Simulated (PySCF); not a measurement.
C₂H₉BGe, SMILES C[B](C)[GeH3].

Geometry optimised at PBE0-D3(BJ)/def2-SVP.

Vertical ionisation energy (IE) and electron affinity (EA) in eV. Rows of orbital energies are one-electron estimates. Where ΔSCF, EOM or ADC give a negative EA the extra electron is unbound and the value depends on the basis.

```tsv
level	IE	EA
−ε(HOMO), −ε(LUMO), PBE0/def2-TZVP (PySCF)	7.53	1.24
−ε(HOMO), −ε(LUMO), PBE/def2-TZVP (PySCF)	6.37	2.20
```
